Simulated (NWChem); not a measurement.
# C$_{3}$H$_{5}$BO$_{2}$; SMILES O=CB1COC1

```xyz
11

O     -0.5219    -2.3020     0.0000
C      0.4869    -1.6248     0.0000
B      0.2572    -0.0726     0.0000
C     -0.0229     1.0651    -1.0548
O     -0.2405     2.0100     0.0000
C     -0.0229     1.0651     1.0548
H      1.4990    -2.1142     0.0000
H     -0.9179     0.9164    -1.6903
H      0.8117     1.3540    -1.7230
H      0.8117     1.3540     1.7230
H     -0.9179     0.9164     1.6903
```
Atoms are numbered in this order, from 1.

Program: NWChem. Geometry: optimised at PBE0/def2-SVP. Vzz is the largest principal value of the second derivative of the potential at the nucleus (NWChem prints the opposite sign); η is the asymmetry. Non-relativistic.

What does the run give for B3LYP/cc-pVTZ? Quantities: Vzz O1 (a.u.); η O1; Vzz B3 (a.u.); η B3; Vzz O5 (a.u.); η O5.


```json
{
  "Vzz O1 (a.u.)": "-2.008",
  "η O1": "0.59",
  "Vzz B3 (a.u.)": "0.609",
  "η B3": "0.06",
  "Vzz O5 (a.u.)": "-2.008",
  "η O5": "0.81"
}
```
